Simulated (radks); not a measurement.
Q: Valence configurations of Er IV (all share [Xe]). All-electron calculation, scalar-relativistic Kohn-Sham, r2SCAN, spin-polarised, spherical densities, finite nucleus; open shells are filled with parallel spins first (spin-orbit coupling, left out, can overturn this in heavy ions); meta-GGA in the generalised Kohn-Sham scheme; Fermi nuclear charge, rms radius 5.2516 fm. Program: a radial shooting solver on a logarithmic mesh with Libxc functionals. Order these by energy: 4f10 6s1; 4f11; 4f9 6s2; 4f10 5d1; 4f9 6p2; 4f9 6s1 6p1; 4f10 6p1; 4f10.5 5d0.5.

A: From the lowest, in eV above it: 4f11 0.000; 4f10.5 5d0.5 4.918; 4f10 5d1 10.820; 4f10 6s1 13.595; 4f10 6p1 19.941; 4f9 6s2 36.492; 4f9 6s1 6p1 41.467; 4f9 6p2 48.447. NIST lists [Xe] 4f11 as the ground configuration; this level of theory agrees among the configurations tried. The energies are those of spherical high-spin densities, not of single terms.
